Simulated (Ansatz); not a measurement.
Mulliken charges of `B/N=C(/F)S` from r2SCAN/def2-TZVPP in Ansatz (PBE0-D4/def2-TZVP geometry).

```json
{"atom": "B1", "x (Å)": "-0.069", "y (Å)": "1.791", "z (Å)": "0.173", "charge (e)": "-0.076"}
{"atom": "N2", "x (Å)": "-0.015", "y (Å)": "0.456", "z (Å)": "-0.116", "charge (e)": "-0.009"}
{"atom": "C3", "x (Å)": "0.038", "y (Å)": "-0.754", "z (Å)": "-0.294", "charge (e)": "0.202"}
{"atom": "F4", "x (Å)": "0.021", "y (Å)": "-1.289", "z (Å)": "-1.524", "charge (e)": "-0.168"}
{"atom": "S5", "x (Å)": "0.140", "y (Å)": "-1.960", "z (Å)": "0.974", "charge (e)": "-0.049"}
{"atom": "H6", "x (Å)": "-1.137", "y (Å)": "2.307", "z (Å)": "0.329", "charge (e)": "-0.009"}
{"atom": "H7", "x (Å)": "0.953", "y (Å)": "2.407", "z (Å)": "0.257", "charge (e)": "-0.009"}
{"atom": "H8", "x (Å)": "0.160", "y (Å)": "-3.015", "z (Å)": "0.145", "charge (e)": "0.119"}
```

Problem. By hand: the dipole of these point charges (1 e Å = 4.8032 D).

Solution. Σ q r = (0.023, -0.381, 0.149) e Å, of length 0.410 e Å = 1.97 D.

Problem. How does the dipole of the full density compare? (Best estimate.)

Solution. Computed: (0.021, -0.389, 0.062) e Å, 1.89 D; the point charges give 1.04 times that, at 12° from its direction.

Point charges leave out the atoms' own dipoles, such as those of lone pairs, and Mulliken's split depends on the basis, so the close match here is no proof of good charges.
